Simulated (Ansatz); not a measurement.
System: InF, net charge 0, singlet state. 
Structure (B3LYP-D3(BJ)/def2-TZVP (Ansatz, a quantum-chemistry and plane-wave program) minimum search):
```xyz
2

In     0.0000     0.0000    -0.3120
F      0.0000     0.0000     1.6989
```
Charge 0, spin multiplicity 1.

Parts of the frozen-core correlation energy in def2-SVP (Ansatz, hartree). Frozen orbitals: 10; correlated occupied orbitals by spin: 5 and 5; virtual: 25 and 25. Spin-orbit coupling is left out. In def2 rows, elements after Kr have scalar-relativistic effective core potentials.

```tsv
term	value
reference (HF)	-288.61938
MP2 opposite-spin	-0.17061
MP2 same-spin	-0.05980
CCSD correlation	-0.24008
(T)	-0.00408
CCSDT minus CCSD(T)	-0.00036
CCSDT(Q) minus CCSD(T)	-0.00104
T1 diagnostic	0.021
largest doubles amplitude	0.091
```
